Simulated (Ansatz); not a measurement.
**Ligand exchange: C2H7BO + CH8O3Si2 → C2H7BO2 + CH8O2Si2**

Species: C2H7BO `CBOC`, singlet; CH8O3Si2 `CO[SiH](O)[SiH2]O`, singlet; C2H7BO2 `COB(C)O`, singlet; CH8O2Si2 `CO[SiH2][SiH2]O`, singlet. The partners trade H for OH: B–H and Si–OH bonds give way to B–OH and Si–H.

Shapes, held fixed at every level: PBE0-D4/def2-TZVP. Flexible molecules stand in one conformer, not always the lowest. Programs: Ansatz 0.2.0. Electronic energies: no zero-point or thermal term.

Problem. Estimate ΔE of this reaction.

Solution. The highest level, CCSD(T)/CBS estimate, gives ΔE = -25.4 kJ/mol; the levels span -31.1 to -25.4. The column of differences is taken from that level and isn't an error. No measured value is set beside it here. The CBS estimate extrapolates MP2 from def2-TZVPP and def2-QZVPP and adds CCSD(T) − MP2 in the triple-zeta set, cores frozen.

```csv
level,kind,ΔE (kJ/mol),less CCSD(T)/CBS estimate
PBE-D4/def2-TZVPP,GGA,-30.9,-5.5
PBE0-D4/def2-TZVPP,global hybrid,-31.1,-5.7
wB97X-V/def2-TZVPP,range-separated hybrid,-27.8,-2.4
B2PLYP/def2-TZVPP,double hybrid,-25.8,-0.4
MP2/def2-TZVPP,perturbation theory,-25.9,-0.5
CCSD/def2-TZVPP,coupled cluster or CI,-28.1,-2.7
CCSD(T)/CBS estimate,coupled cluster or CI,-25.4,0.0
```
